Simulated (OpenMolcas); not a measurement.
## Levels of Co²⁺ by method

```
Program             : OpenMolcas
Basis               : ANO-L-VDZP [5s4p2d1f]
Scalar Hamiltonian  : non-relativistic, point nucleus
Active space        : 7 electrons in 5 orbitals (3d)
State averaging     : 2S+1 = 4 even, 10 roots; 2S+1 = 2 even, 40 roots
Spin-orbit coupling : RASSI with atomic mean-field integrals over the reference wave functions, term energies averaged over their components
```

Methods on the same reference wave functions:
A. CASSCF
B. SS-CASPT2, IPEA 0.25 Eh, imaginary shift 0.1 Eh (closed shells correlated: 3s 3p)
C. MS-CASPT2, IPEA 0.25 Eh, imaginary shift 0.1 Eh (closed shells correlated: 3s 3p)

Energies in cm⁻¹ above 3d⁷ ⁴F_9/2, the measured ground level; measured values from Sugar and Corliss, J. Phys. Chem. Ref. Data 10, 1097 (1981).

| Level | A | B | C | Measured |
| --- | --- | --- | --- | --- |
| 3d⁷ ⁴F_9/2 | 0.0 | 0.0 | 0.0 | 0.0 |
| 3d⁷ ⁴F_7/2 | 878 | 880 | 880 | 841 |
| 3d⁷ ⁴F_5/2 | 1525 | 1525 | 1525 | 1451 |
| 3d⁷ ⁴F_3/2 | 1970 | 1966 | 1965 | 1867 |
| 3d⁷ ²G_9/2 | 19356 | 17550 | 17560 | 16978 |
| 3d⁷ ⁴P_5/2 | 19398 | 17160 | 17160 | 15202 |
| 3d⁷ ⁴P_3/2 | 19698 | 17460 | 17300 | 15428 |
| 3d⁷ ⁴P_1/2 | 20107 | 17870 | 17810 | 15811 |
| 3d⁷ ²G_7/2 | 20191 | 18380 | 18380 | 17766 |
| 3d⁷ ²P_3/2 [71 %] | 25588 | 22980 | 20790 | 20195 |
| 3d⁷ ²H_11/2 | 25728 | 23730 | 24470 | 22720 |
| 3d⁷ ²P_1/2 | 26462 | 24110 | 21460 |  |
| 3d⁷ ²H_9/2 | 26465 | 24470 | 25200 | 23434 |
| 3d⁷ ²D_5/2(1) | 27859 | 24060 | 24010 | 23059 |
| 3d⁷ ²D_3/2(1) [73 %] | 29157 | 25620 | 25250 | 24237 |
| 3d⁷ ²F_5/2 | 44511 | 40040 | 40040 | 37021 |
| 3d⁷ ²F_7/2 | 44876 | 40410 | 40410 | 37316 |
| 3d⁷ ²D_3/2(2) | 69438 | 62200 | 62200 |  |
| 3d⁷ ²D_5/2(2) | 69859 | 62630 | 62680 |  |

Deviations, from unrounded energies. A percentage is the sum of absolute deviations over the sum of measured energies, with the sign that they share, or ± where signs differ.

| Against measurement | Levels | A | B | C |
| --- | --- | --- | --- | --- |
| mean absolute deviation (cm-1) | 15 | 3600 | 1400 | 1300 |
| fine structure of the ground term (%) | 3 | +5.1 | +5.1 | +5.1 |
| other terms of the ground configuration (%) | 12 | +20.0 | +7.6 | +7.1 |

C lies closest to measurement on these levels and A furthest from it. The largest miss of C in the table is 3d⁷ ²F_7/2, by +3100 cm-1. The ranking rests on the paired levels alone, and a cruder setting can come out closer through cancelling errors.

Between B and C the level of the table that moves most is 3d⁷ ²P_1/2, by 2700 cm-1 (lowest in C, highest in B). Moves below CASPT2's spread within the term are not significant.

The mean deviations of B to C differ by less than CASPT2's widest spread within a term (1100 cm-1), so their order carries little weight.

From A to B the spin-free energies of the other terms of 3d⁷ shown, above ⁴F, scale by factors of 0.86 to 0.92, as is usual when dynamic correlation screens the repulsion within a d or f shell.

The lowest spin-free term lies below A's lowest term by 0.280 hartree in B, 0.280 hartree in C.

Term energies are means over components that CASPT2 splits; among the terms shown or strongly mixed into the levels shown the widest spread is 1100 cm-1 (3d⁷ ²H, B). Without dynamic correlation excited terms often stand tens of per cent too high (terms of higher spin than the ground term too low), and those without a measured partner can miss by more than the paired ones (holds for A). Some levels mix across a computed gap that differs much from the measured one, so their mixing is not that of the real levels (holds for B; C). The CASPT2 spread within a term exceeds the gap to the next term for 3d⁷ ²P and 3d⁷ ²H, 3d⁷ ²H and 3d⁷ ²D(1), so the order of their levels is uncertain (holds for B). Computed and measured levels are paired by configuration, term and J; levels that our copy of the source lacks, or whose pairing is in doubt (as where it misses far off the trend of its configuration), stay unpaired and out of the deviations. Levels of configurations outside the active space are missing.

A share in square brackets marks a mixed level and gives the weight of the term that names it, the lowest over the columns. A number in round brackets counts repeated terms of one configuration in the order of the reference energies.
